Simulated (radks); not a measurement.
Task: The mean radii <r> (bohr) of the occupied orbitals of an atom or ion are listed with their occupations. Method: scalar-relativistic Kohn-Sham, PBE, spin-polarised, spherical densities, point nucleus; computed with a radial shooting solver on a logarithmic mesh with Libxc functionals.

orbital  occ.      <r>
1s up       1  0.01932
1s down     1  0.01932
2s up       1  0.08183
2s down     1  0.08183
2p up       3  0.07292
2p down     3  0.07292
3s up       1   0.2126
3s down     1   0.2126
3p up       3   0.2123
3p down     3   0.2123
3d up       5   0.1925
3d down     5   0.1925
4s up       1   0.4774
4s down     1   0.4775
4p up       3   0.5070
4p down     3   0.5071
4d up       5   0.5456
4d down     5   0.5457
5s up       1    1.152
5s down     1    1.150
5p up       3    1.351
5p down     3    1.345
4f up       7   0.6885
4f down     6   0.6880
5d up       1    2.054
6s up       1    2.943

Name the element and its charge. Open shells, if any, are filled with parallel spins first.

Result: Z = 71, lutetium, charge +2: Lu2+ in [Xe] 4f13 5d1 6s1. The 1s radius gives Z: for a bare nucleus <r> = (2 gamma + 1)/(2Z) with gamma = sqrt(1 - (Z/c)^2), 0.01909 bohr for Z = 71, and screening makes it slightly larger (0.01932 here). The occupations add up to 69, and the charge is Z minus that.
